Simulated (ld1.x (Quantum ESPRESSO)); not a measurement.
**Ge ultrasoft: all-electron and pseudo phase curves**

* Element: Ge (Z = 32)
* Generator: ld1.x (Quantum ESPRESSO) 7.5
* Type: ultrasoft
* Functional: PBE
* Relativity: scalar-relativistic
* Frozen core: [Ar] 3d10
* Valence charge: 4
* Reference configuration: 4s2 4p2
* Partial waves: 4s (bound): rcut 1.50, rcutus 1.90 bohr; 4s channel at 2.1 Ry: rcut 1.50, rcutus 1.90 bohr; 4p (bound): rcut 2.65, rcutus 2.80 bohr; 4p channel at 0.25 Ry: rcut 2.65, rcutus 2.80 bohr
* Local potential: all-electron potential smoothed inside 1.45 bohr (lloc = -1)
* Core correction: none
* Augmentation charge: PSQ, inside the norm-conserving radii

The phase is arctan(r·u′/u) with u = r·R(r), unwrapped; energies in Ry, scanned from -3 to 5 Ry. A pole is an energy at which the radial function vanishes at the test radius. The pseudo phase is shifted by a multiple of π to meet the all-electron one at the reference energy, and phase errors are pseudo minus all-electron; the curves can meet again beyond the range given. Levels narrower than the energy grid can be missing from the lists of poles.

| channel | radius (bohr) | reference energy (Ry) | poles, all-electron | poles, pseudo | unbroken range about the reference energy with phases within 0.05 rad | phase error 1 Ry above the reference energy (rad) |
| --- | --- | --- | --- | --- | --- | --- |
| s | 3.05 | -0.86 | -0.45, 4.55 | -0.45, 4.50 | the whole range | -0.000 |
| p | 3.05 | -0.29 | 0.49 | 0.49, 4.63 | below 2.2 | -0.000 |

Phases in the p channel:

```json
{"E (Ry)": "-3.00", "all-electron": "1.364", "pseudo": "1.364"}
{"E (Ry)": "-2.52", "all-electron": "1.340", "pseudo": "1.340"}
{"E (Ry)": "-2.04", "all-electron": "1.305", "pseudo": "1.304"}
{"E (Ry)": "-1.56", "all-electron": "1.245", "pseudo": "1.245"}
{"E (Ry)": "-1.08", "all-electron": "1.115", "pseudo": "1.115"}
{"E (Ry)": "-0.60", "all-electron": "0.591", "pseudo": "0.591"}
{"E (Ry)": "-0.12", "all-electron": "-1.135", "pseudo": "-1.135"}
{"E (Ry)": "0.36", "all-electron": "-1.525", "pseudo": "-1.525"}
{"E (Ry)": "0.84", "all-electron": "-1.660", "pseudo": "-1.660"}
{"E (Ry)": "1.32", "all-electron": "-1.764", "pseudo": "-1.766"}
{"E (Ry)": "1.80", "all-electron": "-1.906", "pseudo": "-1.916"}
{"E (Ry)": "2.28", "all-electron": "-2.248", "pseudo": "-2.329"}
{"E (Ry)": "2.76", "all-electron": "-3.456", "pseudo": "-3.771"}
{"E (Ry)": "3.24", "all-electron": "-4.271", "pseudo": "-4.396"}
{"E (Ry)": "3.72", "all-electron": "-4.492", "pseudo": "-4.570"}
{"E (Ry)": "4.20", "all-electron": "-4.589", "pseudo": "-4.657"}
{"E (Ry)": "4.68", "all-electron": "-4.646", "pseudo": "-4.719"}
```
